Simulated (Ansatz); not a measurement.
`CB[SiH2][SiH2][AlH2]` + CH₃NH₂ → `CBNC` + `[AlH2][SiH2][SiH3]` at 600 K and 1 bar (cleavage of the B–Si bond).

Program: Ansatz. Geometries: PBE0-D4/def2-TZVP. ΔE: electronic, gas phase. CCSD(T)/CBS is the MP2 limit (def2-TZVPP, def2-QZVPP) plus CCSD(T) − MP2 in def2-TZVPP, frozen cores. Each species was taken in one conformer, which may not be the lowest.

| species | CCSD(T)/CBS energy (Eh) | H − E (kJ/mol) | S (J/(mol·K)) |
| --- | --- | --- | --- |
| `CB[SiH2][SiH2][AlH2]` | -888.99512 | 344.6 | 556.2 |
| CH₃NH₂ | -95.75281 | 199.3 | 283.8 |
| `CBNC` | -160.46148 | 330.9 | 390.3 |
| `[AlH2][SiH2][SiH3]` | -824.34741 | 209.0 | 458.1 |

H − E and S are ideal-gas, rigid-rotor, harmonic terms from PBE0-D4/def2-TZVP, for one conformer and one mirror image of each species. 1 Eh = 2625.50 kJ/mol, R = 8.31446 J/(mol·K).

Problem. By hand: ΔE, ΔH, ΔS and ΔG.

Solution. ΔE = (-160.46148) + (-824.34741) − (-888.99512) − (-95.75281) = -0.06096 Eh = -160.1 kJ/mol. Δ(H − E) = 330.9 + 209.0 − 344.6 − 199.3 = -4.0, so ΔH = -164.1 kJ/mol. ΔS = 390.3 + 458.1 − 556.2 − 283.8 = 8.4 J/(mol·K). ΔG = -164.1 − 600 × (8.4)/1000 = -169.1 kJ/mol.

Problem. By hand: the equilibrium constant, and the temperature at which ΔG would vanish if ΔH and ΔS stayed fixed.

Solution. log₁₀ K = −ΔG/(RT ln 10) = 14.7. ΔH and −TΔS have one sign here, so there is no such temperature.

The number of gas molecules stays the same, so ΔS is small and ΔH decides. A doubt of 5 kJ/mol in ΔE shifts log₁₀ K by 0.4 here. Other conformers and mirror images would add mixing entropy, several J/(mol·K) or more a flexible species. Modes under 60 cm⁻¹, often nearly free rotors, make the harmonic entropy too high. These are equilibria of isolated gas molecules and say nothing of rates. Largest T1 diagnostic: 0.014 (customary marks: 0.02 for closed shells, 0.045 for open ones).

ΔS is within the doubt of such terms, so its sign, and with it that verdict, could turn.
